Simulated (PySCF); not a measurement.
Simulation results for Ge$_{2}$H$_{4}$O$_{2}$

All values are calculated (PySCF 2.14.0). Calculation on a computer-drawn molecule: the log of a Hartree-Fock and frozen-core CCSD(T) single point meant for a local Hartree-Fock minimum, with one planted fault or none, to be diagnosed. Offsets are logged minus clean, where the clean run is the same molecule without the fault. The reference is restricted for singlets and unrestricted otherwise, and also for a bond in bohr or an excited solution. Adding or removing an electron swaps singlet and doublet. The excited solution moves the top pair (singlet) or top alpha electron (doublet) to the lowest empty orbital. Highest occupied and lowest empty are orbital energies over both spins, largest force is the largest gradient component, triples share is (T) over the correlation energy, the T1 limit is 0.02 restricted and 0.045 unrestricted, electrons count all cores, a negative frequency is imaginary (commonest isotopes), and the dipole is about the centre of nuclear charge; on germanium a core potential holds 10 electrons, which the energies leave out, and 3d is frozen in MP2 and coupled-cluster steps.

```xyz
8
formula=Ge2H4O2 meant_charge=0 meant_multiplicity=1 meant_basis=cc-pVDZ meant_basis_and_core_potential_on_germanium=cc-pVDZ-PP_ECP10MDF logged_electrons=84 logged_basis_functions=94 logged_SCF_converged=yes logged_spin_squared=0.8115 logged_highest_occupied=-10.351 logged_lowest_empty=1.4232 logged_largest_force=0.016077 logged_T1_diagnostic=0.061308 logged_D1_diagnostic=0.33502 logged_triples_share=0.036178 logged_CC_converged=yes logged_dipole_magnitude=2.6945 logged_SCF_stable_within_its_kind=yes logged_energy_HF=-738.7442 logged_energy_CCSD(T)=-739.33722 possible_faults=no_fault,one_electron_removed,one_electron_added,multiplicity_raised_by_two,geometry_at_a_saddle_point,SCF_held_on_an_excited_solution,minimal_basis_STO-3G,one_bond_length_entered_in_bohr,all_coordinates_scaled
O     -2.4371    -2.2417    -0.5887
Ge    -1.0927    -1.2509    -1.1892
O     -0.4410    -0.7894     0.4077
Ge     0.8597     0.1560     1.1531
H     -2.5482    -2.3411     1.2001
H      1.7050    -0.7943     2.0005
H      1.7160     0.7939     0.0529
H      0.2168     1.2377     2.0203
```

Units: logged_highest_occupied, logged_lowest_empty in eV; logged_largest_force in hartree/bohr; logged_dipole_magnitude in debye; logged_energy_HF, logged_energy_CCSD(T) in hartree.

Drawn bonds:
```csv
atom,other atom,order
1,2,1
2,3,1
3,4,1
1,5,1
4,6,1
4,7,1
4,8,1
```

Notes: T1 above single-reference limit.

Question: Ge$_{2}$H$_{4}$O$_{2}$: planted fault?
Answer: one bond length entered in bohr, row 4 of the drawn bonds

Further results for Ge$_{2}$H$_{4}$O$_{2}$:

- HF energy offset from clean run: 83.35 kcal/mol
- CCSD(T) energy offset from clean run: 87.75 kcal/mol
